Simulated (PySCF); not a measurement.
Compound: C₅H₃F₄P.
Atom-mapped SMILES: `[CH2:1]=[CH:2]/[C:3]([F:4])=[P:5]\[C:6]([F:7])=[C:8]([F:9])[F:10]` (hydrogens: H11, H12 on C1; H13 on C2)

Cartesian coordinates in Å at the GFN2-xTB level; atoms count from 1:
```
atom  x, y, z in Å
C1     2.611    0.473    0.426
C2     1.342    0.244    0.078
C3     0.591   -0.877    0.563
F4     1.243   -1.656    1.457
P5    -1.001   -1.409    0.285
C6    -1.526   -0.229   -1.015
F7    -0.725   -0.001   -2.076
C8    -2.758    0.275   -1.029
F9    -3.297    1.041   -1.960
F10   -3.600    0.082   -0.023
H11    3.146    1.329    0.054
H12    3.143   -0.189    1.089
H13    0.827    0.916   -0.590
```

Computed, not measured: TDDFT CAM-B3LYP/def2-SVPD, vertical, gas phase, core orbitals frozen in the response in PySCF 2.14.0, density-fitted response routines.

Each state is given a Gaussian of 0.4 eV full width at half maximum, with ε(max) = 2.175×10⁸ f / Δν̃ (Δν̃ the width in cm⁻¹). The width is an assumption, not a result. The curve ends short of the highest state used, and states not computed would add to its high-energy end.

E (eV), ε (L mol⁻¹ cm⁻¹) and a bar:
```
     3.36         45 
     3.41        123 
     3.46        305 
     3.51        697 #
     3.56       1459 ##
     3.61       2801 ###
     3.66       4931 ######
     3.71       7961 ##########
     3.76      11786 ###############
     3.81      16000 ####################
     3.86      19918 #########################
     3.91      22738 #############################
     3.96      23802 ##############################
     4.01      22849 #############################
     4.06      20116 #########################
     4.11      16248 ####################
     4.16      12053 ###############
     4.21       8251 ##########
     4.26       5301 #######
     4.31       3384 ####
     4.36       2485 ###
     4.41       2499 ###
     4.46       3289 ####
     4.51       4694 ######
     4.56       6483 ########
     4.61       8336 ##########
     4.66       9868 ############
     4.71      10724 #############
     4.76      10691 #############
     4.81       9777 ############
     4.86       8207 ##########
     4.90       6716 ########
     4.95       4873 ######
     5.00       3327 ####
     5.05       2249 ###
     5.10       1687 ##
     5.15       1597 ##
     5.20       1882 ##
     5.25       2408 ###
     5.30       3019 ####
     5.35       3553 ####
     5.40       3875 #####
     5.45       3917 #####
     5.50       3698 #####
     5.55       3319 ####
     5.60       2921 ####
     5.65       2629 ###
     5.70       2507 ###
     5.75       2543 ###
     5.80       2666 ###
     5.85       2790 ###
     5.90       2853 ####
     5.95       2845 ####
     6.00       2797 ###
     6.05       2759 ###
     6.10       2774 ###
```

Task: Where are the band maxima, and which computed states make them?

Result: 313 nm (3.96 eV), ε about 24000, made up of S1 (100%); 262 nm (4.73 eV), ε about 11000, made up of S2 (100%); 228 nm (5.43 eV), ε about 3900, made up of S3 (98%); 210 nm (5.92 eV), ε about 2900, made up of S4 (81%) and S5 (13%) (ε in L mol⁻¹ cm⁻¹; maxima over ε = 5, shares over 10%). At its high-energy end, 6.10 eV, the curve is still rising (ε about 2800, from S4, S5 and S6). The states used: S1 3.96 eV (f 0.353); S2 4.73 eV (f 0.161); S3 5.42 eV (f 0.057); S4 5.87 eV (f 0.036); S5 6.17 eV (f 0.017); S6 6.28 eV (f 0.014); S7 6.50 eV (f 0.040); S8 6.70 eV (f 0.044).

Task: What would ε be at 3.96 eV, the highest of these maxima, with half the width (0.2 eV)?

Result: About 47600 L mol⁻¹ cm⁻¹ against 23800, a factor of about 2.00; a lone state at its own centre would give exactly 2.

Task: Coming from long wavelengths, where does ε first pass 100 L mol⁻¹ cm⁻¹?

Result: At about 365 nm (3.40 eV), 0.56 eV below S1.

Task: On this curve, what absorbance would a 10⁻⁴ mol/L sample give at 222 nm over a 1 cm path?

Result: 222 nm is 5.585 eV, where ε is about 3000 L mol⁻¹ cm⁻¹, so A = ε c l ≈ 0.3 (Beer–Lambert, with the gas-phase spectrum and the assumed width).

The run took 74 s (grids of density and orbitals included) on one thread, Arm Neoverse V1 (aarch64), no GPU, shared host with 32 logical CPUs at a one-minute load of 8.5, and the process peaked at 1.1 GiB of memory.

One conformer stands for the species.
